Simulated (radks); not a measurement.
Charge is removed step by step from the 4s down level of neutral titanium, starting from [Ar] 3d2 4s(up 1, down 1). Method: scalar-relativistic Kohn-Sham, PBE, spin-polarised, spherical densities, point nucleus; open shells are filled with parallel spins first; computed with a radial shooting solver on a logarithmic mesh with Libxc functionals.

\begin{tabular}{lrr}
removed (e) & E - E(0) (eV) & eigenvalue (eV) \\ \hline
0 & 0.000 & -4.174 \\
0.125 & 0.561 & -4.796 \\
0.25 & 1.199 & -5.425 \\
0.375 & 1.917 & -6.059 \\
0.5 & 2.714 & -6.698 \\
0.625 & 3.591 & -7.345 \\
0.75 & 4.551 & -8.004 \\
0.875 & 5.593 & -8.667 \\
\end{tabular}

The mean slope of the eigenvalue, de/dn, is 5.13 eV per electron.
